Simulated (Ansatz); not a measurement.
Reactions of `C[SiH](S)S`.

Program: Ansatz. Geometries: PBE0-D4/def2-TZVP. ΔE: electronic, gas phase. CCSD(T)/CBS adds triple-zeta CCSD(T) − MP2 to the extrapolated MP2 energy (def2 sets, frozen cores). This one scheme is used for every species, atoms too. DFT in def2-TZVPP. B3LYP here is the variant with VWN-RPA as its local correlation; programs differ in this. Open shells (•) are unrestricted, without spin–orbit coupling. Spin–orbit coupling would lower the free atoms: a little for C, S, Si. Each species was taken in one conformer, which may not be the lowest.

```csv
reaction,CCSD(T)/CBS(def2) (kJ/mol)
`C[SiH](S)S` + `BC[SiH2]Cl` → `C[SiH](S)[SiH2]Cl` + `BCS`,143
`C[SiH](S)S` → `SS` + `C[SiH]`,407
`C[SiH](S)S` + `O[SiH](Cl)CF` → `O[SiH](S)S` + `C[SiH](Cl)CF`,2
`C[SiH](S)S` → C• + 6 H• + 2 S• + Si•,?
`C[SiH](S)S` + `CO[SiH2]C#N` → `C[SiH](S)C#N` + `CO[SiH2]S`,7
`C[SiH](S)S` → `CS[SiH2]S`,60
`C[SiH](S)S` + H₂O → `O[SiH](S)S` + CH₄,-97
`C[SiH](S)S` + CH₃NH₂ → `CN[SiH](C)S` + H₂S,?
```

Task: Fill in the missing values. (An estimate is asked.)

Result: Computed: `C[SiH](S)S` → C• + 6 H• + 2 S• + Si•: +3342.0 kJ/mol; `C[SiH](S)S` + CH₃NH₂ → `CN[SiH](C)S` + H₂S: +8.6 kJ/mol.

Largest T1 diagnostic: 0.012, for `CO[SiH2]C#N`.
